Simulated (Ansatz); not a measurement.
A series at Si: from chlorotrimethylsilane, ligands are replaced one by one, each step taking up HCl and setting free CH₄; n counts the steps. Ansatz, PBE0-D4/def2-TZVP geometries.

```tsv
n	molecule	HOMO energy, ωB97M-V/def2-TZVPP (eV)
0	`C[Si](C)(C)Cl`	-10.58
1	`C[Si](C)(Cl)Cl`	-10.85
2	`C[Si](Cl)(Cl)Cl`	?
3	`Cl[Si](Cl)(Cl)Cl`	-11.77
```

Problem. By hand: fit a straight line y = ȳ + b (n − n̄) to the 3 given rows and predict n = 2.

Solution. n̄ = 1.333, ȳ = -11.067; Σ(n − n̄)(y − ȳ) = -1.893, Σ(n − n̄)² = 4.667, so b = -0.406 eV a step. Prediction: -11.067 + (-0.406) × (0.667) = -11.34 eV.

Problem. By hand: compare with the computed value, -11.40 eV, and give the steps along the whole series.

Solution. The line misses by -0.06 eV (computed minus predicted). Steps: -0.27, -0.55, -0.37 eV.

The steps differ by up to 0.28 eV without a steady trend. The highest orbital can change its character along such a series. The miss is 5.0 % of the series' range.
